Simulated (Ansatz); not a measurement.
Input file for Ansatz (a first-principles code): R-BHLYP/def2-TZVPP on F2Zr (SMILES [F][Zr][F]), 2S+1 = 1, a spin state set in the input, which need not be the lowest. Elements past Kr take the def2 small-core potentials; no spin–orbit coupling.

Ansatz 0.2 input:
```yaml
crystal:
  periodic: [false, false, false]
  atoms:
    - {symbol: Zr, position_ang: [0.66963911, 0.07806543, -0.10473404]}
    - {symbol: F, position_ang: [-0.58038645, 1.14312900, -1.01296841]}
    - {symbol: F, position_ang: [-0.12242138, -1.17382284, 1.04728282]}
basis:
  gaussian:
    orbitals: def2-TZVPP
hamiltonian:
  xc: {name: BHLYP}
```

Task: Give the final energy of this run.

Result: -246.7429 hartree.
